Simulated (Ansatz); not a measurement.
One change: `[AlH2][SiH]([SiH3])[SiH3]` becomes `N[SiH]([SiH3])[SiH3]`.

Ansatz, PBE0-D4/def2-TZVP geometries, multiplicity 1. Each molecule was computed in one conformer, which needn't be the lowest.

```tsv
property	`[AlH2][SiH]([SiH3])[SiH3]`
LUMO energy (PBE0/def2-TZVPP) / eV	-2.22
HOMO energy (B3LYP/def2-TZVPP) / eV	-7.24
size of the dipole moment (B3LYP/def2-TZVPP) / D	0.33
HOMO energy (PBE0/def2-TZVPP) / eV	-7.43
HOMO–LUMO gap (PBE/def2-TZVPP) / eV	3.46
HOMO energy (PBE/def2-TZVPP) / eV	-6.42
```

Task: Give the same properties after the change, and the shifts. (An estimate is asked.)

Result: Computed: 
```tsv
property	`N[SiH]([SiH3])[SiH3]`	shift
LUMO energy (PBE0/def2-TZVPP) / eV	-0.53	1.69
HOMO energy (B3LYP/def2-TZVPP) / eV	-7.17	0.07
size of the dipole moment (B3LYP/def2-TZVPP) / D	1.56	1.23
HOMO energy (PBE0/def2-TZVPP) / eV	-7.38	0.05
HOMO–LUMO gap (PBE/def2-TZVPP) / eV	4.70	1.24
HOMO energy (PBE/def2-TZVPP) / eV	-6.04	0.38
```

With PBE0 the HOMO rises by 0.05 eV and the LUMO rises by 1.69 eV, so the gap widens by about 1.64 eV. PBE moves the HOMO by 0.38 eV and ωB97M-V by -0.31 eV. Dipoles are sizes alone; their direction can turn.

B3LYP here is the variant with VWN-RPA as its local correlation; programs differ in this.
